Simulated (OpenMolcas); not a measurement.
**Rh2+ in a point-charge field**

Rh2+ among 4 point charges of -2.5 e arranged as a tetrahedron (Td), 1.96 Å from the ion.
```
   1.1316    1.1316    1.1316  -2.50
   1.1316   -1.1316   -1.1316  -2.50
  -1.1316    1.1316   -1.1316  -2.50
  -1.1316   -1.1316    1.1316  -2.50
```

| Quantity | Value |
| --- | --- |
| Program | OpenMolcas |
| Method | SS-CASPT2, IPEA 0.25 Eh, imaginary shift 0.1 Eh (closed shells correlated: 4s 4p) |
| Basis | ANO-RCC-VDZP [6s5p3d1f] |
| Scalar Hamiltonian | DKH2, point nucleus |
| Active space | 7 electrons in 5 orbitals (4d) |
| State averaging | 2S+1 = 4 even, 10 roots; 2S+1 = 2 even, 40 roots |
| Spin-orbit coupling | state interaction with AMFI integrals over the reference wave functions |

The lowest spin-free states (labels of Td), above the lowest:

```
State  Degeneracy  E (cm-1)  Free-ion L (%)
  4A2           1         0         F (100)
  4T2           3      2220         F (100)
  4T1           3      4110          F (99)
  4T1           3     12670          P (99)
  2T1           3     13110          G (75)
  2A1           1     13220         G (100)
   2E           2     13540          G (86)
  2T2           3     14740          G (93)
  2T1           3     17010          H (55)
  2T2           3     17440          H (79)
   2E           2     17700          H (54)
  2T1           3     18960          H (59)
  2T1           3     19590          H (71)
  2T2           3     20740          D (74)
   2E           2     22560          D (50)
  2A2           1     27160         F (100)
  2T2           3     28270          F (98)
  2T1           3     28910          F (98)
   2E           2     43100         D (100)
  2T2           3     44300          D (98)
```

The lowest levels with spin-orbit coupling:

```
E (cm-1)  Degeneracy  Label      2S+1               g
       0           4     Γ8         4                
    1850           4     Γ8         4                
    2330           2     Γ6         4  2.05 2.05 2.05
    3490           4     Γ8         4                
    3520           2     Γ7         4  3.81 3.81 3.81
    3950           2     Γ6         4  0.10 0.10 0.10
    5150           4     Γ8         4                
    6020           2     Γ7         4  1.84 1.84 1.84
    6530           4                4                
   12770           2     Γ6         2  3.46 3.46 3.46
   12790           4     Γ8  4 (62 %)                
   12920           4     Γ8         4                
   12990           2     Γ7         4  2.62 2.62 2.62
   13650           4         2 (86 %)                
   14290           2     Γ6  4 (83 %)  2.37 2.37 2.37
   15000           4     Γ8         2                
   15290           4         2 (85 %)                
   15470           2     Γ6  2 (90 %)  1.15 1.15 1.15
   16510           2     Γ7         2  2.04 2.04 2.04
   17740           4     Γ8         2
```

Powder χT (cm3 K/mol): 3.71 at 2 K, 3.71 at 10 K, 3.75 at 50 K, 3.79 at 100 K, 3.87 at 200 K, 3.96 at 300 K. The effective moment at 300 K is 2.828 √(χT) = 5.63 μB.

The lowest level has 2S+1 = 4, for which the spin-only value is χT = S(S+1) / 2 = 1.875 cm3 K/mol (g = 2). The computed 3.959 at 300 K differs by +2.084, through orbital momentum, spin-orbit coupling and any other state in reach.

Roots that are degenerate in the reference are averaged as groups; the widest CASPT2 spread within a group is 230 cm-1 (the 3-fold group of multiplicity 4 near 4110 cm-1 above the lowest state of its run). Shifts and gaps below about the spread of the groups concerned are not significant. The ground term spreads over less than 5000 cm-1, several times less than with real ligands, so orbital moments are less quenched and χT lies further from the spin-only value than at real sites. Free-ion shares, where given, are those of the reference states; single-state CASPT2 does not remix them. This is an electrostatic model: the charges have no orbitals. No measured value stands beside these numbers.

The CASPT2 steps took 4.1 s on 1 thread of Arm Neoverse V2 (shared host); the integral step is not counted.
